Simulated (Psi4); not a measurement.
C2H7O (SMILES C[OH+]C), charge +1, singlet, at a GFN2-xTB geometry; X3LYP/6-31G run with Psi4.

Here is a job for Psi4.
```
memory 2 GB

molecule mol {
1 1
C    -0.002231    1.216252   -0.237157
O     0.062536   -0.002934    0.545532
C     0.018553   -1.212997   -0.252606
H     0.037133    2.060339    0.449885
H     0.874227    1.243769   -0.883843
H    -0.908753    1.263320   -0.841643
H     0.072429   -2.064957    0.423650
H    -0.887096   -1.267878   -0.857741
H     0.895283   -1.217288   -0.899494
H    -0.681439   -0.013357    1.183507
}

set {
  basis 6-31g
  reference rks
}

energy('x3lyp')
print_variables()
```

What the program printed (banner, timings and long lists left out):

```
   => Loading Basis Set <=

    Name: 6-31G
    Role: ORBITAL
    Keyword: BASIS

         ---------------------------------------------------------
                                   SCF
               by Justin Turney, Rob Parrish, Andy Simmonett
                          and Daniel G. A. Smith
                              RKS Reference
         ---------------------------------------------------------

  ==> Geometry <==

    Molecular point group: c1
    Full point group: C1

    Geometry (in Angstrom), charge = 1, multiplicity = 1:

       Center              X                  Y                   Z               Mass
    ------------   -----------------  -----------------  -----------------  -----------------
         C           -0.014839476764     1.216334682506    -0.267162442815    12.000000000000
         O            0.049927523236    -0.002851317494     0.515526557185    15.994914619570
         C            0.005944523236    -1.212914317494    -0.282611442815    12.000000000000
         H            0.024524523236     2.060421682506     0.419879557185     1.007825032230
         H            0.861618523236     1.243851682506    -0.913848442815     1.007825032230
         H           -0.921361476764     1.263402682506    -0.871648442815     1.007825032230
         H            0.059820523236    -2.064874317494     0.393644557185     1.007825032230
         H           -0.899704476764    -1.267795317494    -0.887746442815     1.007825032230
         H            0.882674523236    -1.217205317494    -0.929499442815     1.007825032230
         H           -0.694047476764    -0.013274317494     1.153501557185     1.007825032230

  Running in c1 symmetry.

  Rotational constants: A =      1.14324  B =      0.31225  C =      0.27502 [cm^-1]
  Rotational constants: A =  34273.48870  B =   9360.97406  C =   8244.81647 [MHz]
  Nuclear repulsion =   91.191555057899507

  Charge       = 1
  Multiplicity = 1
  Electrons    = 26
  Nalpha       = 13
  Nbeta        = 13

  ==> Algorithm <==

  SCF Algorithm Type is DF.
  DIIS enabled.
  MOM disabled.
  Fractional occupation disabled.
  Guess Type is SAD.
  Energy threshold   = 1.00e-06
  Density threshold  = 1.00e-06
  Integral threshold = 1.00e-12

  ==> Primary Basis <==

  Basis Set: 6-31G
    Blend: 6-31G
    Number of shells: 29
    Number of basis functions: 41
    Number of Cartesian functions: 41
    Spherical Harmonics?: false
    Max angular momentum: 1

  ==> DFT Potential <==

   => LibXC <=

    Version 7.1.2
    S. Lehtola, C. Steigemann, M. J. T. Oliveira, and M. A. L. Marques,  SoftwareX 7, 1–5 (2018) (10.1016/j.softx.2017.11.002)

   => Composite Functional: X3LYP <=

    X3LYP Hyb-GGA Exchange-Correlation Functional

    X. Xu and W. A. Goddard,  Proc. Natl. Acad. Sci. U. S. A. 101, 2673 (2004) (10.1073/pnas.0308730100)

    Deriv               =              1
    GGA                 =           TRUE
    Meta                =          FALSE

    Exchange Hybrid     =           TRUE
    MP2 Hybrid          =          FALSE

   => Exchange Functionals <=

    0.0730   Slater exchange
    0.5424         Becke 88
    0.1666   Perdew & Wang 91

   => Exact (HF) Exchange <=

    0.2180               HF

   => Correlation Functionals <=

    0.1290   Vosko, Wilk & Nusair (VWN5_RPA)
    0.8710   Lee, Yang & Parr

   => LibXC Density Thresholds  <==

    XC_HYB_GGA_XC_X3LYP:  1.00E-15

   => Molecular Quadrature <=

    Radial Scheme          =       TREUTLER
    Pruning Scheme         =           NONE
    Nuclear Scheme         =       TREUTLER

    Blocking Scheme        =         OCTREE
    BS radius alpha        =              1
    Pruning alpha          =              1
    Radial Points          =             75
    Spherical Points       =            302
    Total Points           =         214562
    Total Blocks           =           1652
    Max Points             =            256
    Max Functions          =             41
[...]

    Name: (6-31G AUX)
    Role: JKFIT
    Keyword: DF_BASIS_SCF

  ==> Integral Setup <==

  SCF_SUBTYPE=INCORE selected. In-core MEM_DF algorithm will be used.
  Using in-core AOs.

  ==> MemDFJK: Density-Fitted J/K Matrices <==

    J tasked:                   Yes
    K tasked:                   Yes
    wK tasked:                   No
    Algorithm:                 Core
    Schwarz Cutoff:           1E-12
    Mask sparsity (%):       0.1190
    Fitting Condition:        1E-10

   => Auxiliary Basis Set <=

  Basis Set: (6-31G AUX)
    Blend: CC-PVDZ-JKFIT
    Number of shells: 135
    Number of basis functions: 418
    Number of Cartesian functions: 418
    Spherical Harmonics?: false
    Max angular momentum: 3

  Minimum eigenvalue in the overlap matrix is 1.4937215673E-02.
  Reciprocal condition number of the overlap matrix is 3.0355884999E-03.
    Using symmetric orthogonalization.

  ==> Pre-Iterations <==

  SCF Guess: Superposition of Atomic Densities via on-the-fly atomic UHF (no occupation information).

   -------------------------
    Irrep   Nso     Nmo
   -------------------------
     A         41      41
   -------------------------
    Total      41      41
   -------------------------

  ==> Iterations <==

                           Total Energy        Delta E     RMS |[F,P]|

   @DF-RKS iter SAD:  -155.09927119269938   -1.55099e+02   0.00000e+00
   @DF-RKS iter   1:  -155.11429489695300   -1.50237e-02   1.04693e-02 DIIS/ADIIS
   @DF-RKS iter   2:  -155.12777086299320   -1.34760e-02   9.67130e-03 DIIS/ADIIS
   @DF-RKS iter   3:  -155.21255223146110   -8.47814e-02   6.78008e-04 DIIS/ADIIS
   @DF-RKS iter   4:  -155.21287031988899   -3.18088e-04   4.20792e-04 DIIS/ADIIS
   @DF-RKS iter   5:  -155.21297766626606   -1.07346e-04   3.63576e-05 DIIS
   @DF-RKS iter   6:  -155.21297856718331   -9.00917e-07   2.76858e-06 DIIS
   @DF-RKS iter   7:  -155.21297857582917   -8.64586e-09   4.55493e-07 DIIS
  Energy and wave function converged.

  ==> Post-Iterations <==

   Electrons on quadrature grid:
      Ntotal   =   26.0000084889 ; deviation = 8.489e-06

    Orbital Energies [Eh]
    ---------------------

    Doubly Occupied:

[...]
      13A     -0.586749

    Virtual:

[...]
      41A      1.588910

    Final Occupation by Irrep:
              A
    DOCC [    13 ]
    NA   [    13 ]
    NB   [    13 ]

  @DF-RKS Final Energy:  -155.21297857582917

   => Energetics <=

    Nuclear Repulsion Energy =             91.1915550578995067
    One-Electron Energy =                -383.0195454219139037
    Two-Electron Energy =                 153.7831949850478281
    DFT Exchange-Correlation Energy =     -17.1681831968626071
    Empirical Dispersion Energy =           0.0000000000000000
    VV10 Nonlocal Energy =                  0.0000000000000000
    Total Energy =                       -155.2129785758291689

Computation Completed

Properties will be evaluated at   0.000000,   0.000000,   0.000000 [a0]

Properties computed using the SCF density matrix

 Multipole Moments:

 ------------------------------------------------------------------------------------
     Multipole            Electronic (a.u.)      Nuclear  (a.u.)        Total (a.u.)
 ------------------------------------------------------------------------------------

 L = 1.  Multiply by 2.5417464519 to convert [e a0] to [Debye]
 Dipole X            :          0.0221874           -0.6433098           -0.6211224
 Dipole Y            :         -0.0099998            0.0042300           -0.0057698
 Dipole Z            :          1.6025434           -1.5309578            0.0715857
 Magnitude           :                                                    0.6252606

 ------------------------------------------------------------------------------------

  Variable Map:
  ----------------------------------------------------------------------------
[...]
  Array Variable Map:
  ----------------------------------------------------------------------------
[...]
[...]
```
